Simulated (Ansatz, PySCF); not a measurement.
HSSi, SMILES [Si]=[SH+] (connectivity only; charge and spin as stated), charge +1, multiplicity 1.

Coordinates come from a B3LYP-D3(BJ)/def2-TZVP optimisation. The isomer is the one that the SMILES or the coordinates give; other isomers of the formula were not compared.

Two levels are set side by side: PBE/def2-TZVPD (Ansatz, a quantum-chemistry and plane-wave program) and EOM-CCSD/aug-cc-pVDZ (PySCF). PBE by ΔSCF, the other level by its IP root; same geometry, the bases differ. Differences are taken from unrounded values.

| quantity | EOM-CCSD | PBE | PBE minus EOM-CCSD |
|---|---|---|---|
| vertical ionisation energy (eV) | 17.19 | 17.22 | 0.03 |

Here PBE gives about what the other level gives.
